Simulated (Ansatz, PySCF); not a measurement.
This singlet lies 0.38 eV below the relaxed triplet at the level frozen-core CCSD(T)/cc-pVTZ // PBE0-D3(BJ)/def2-TZVP (Ansatz, a program for electronic structure).

```xyz
9

Si    -1.5942     0.3227     0.1675
Si    -0.4323    -0.5317    -1.7061
Si     1.5661    -0.3566    -0.4554
H     -3.0459    -0.0043     0.2142
H     -1.0094     0.0677     1.5148
H     -1.4651     1.7886    -0.1192
H      2.8139    -0.2814    -1.2641
H      1.6265     0.6896     0.6048
H      1.5405    -1.6946     0.2210
```

Charge 0, multiplicity 1.

Give the Mulliken and meta-Löwdin atomic charges from PBE0-D3(BJ)/def2-TZVP (PySCF).


```
atom  Mulliken (e)  meta-Löwdin (e)
----  ------------  ---------------
Si1          -0.01             0.18
Si2           0.07             0.05
Si3          -0.01             0.18
H4           -0.01            -0.07
H5            0.00            -0.07
H6            0.00            -0.06
H7           -0.01            -0.07
H8            0.00            -0.07
H9            0.00            -0.06
```
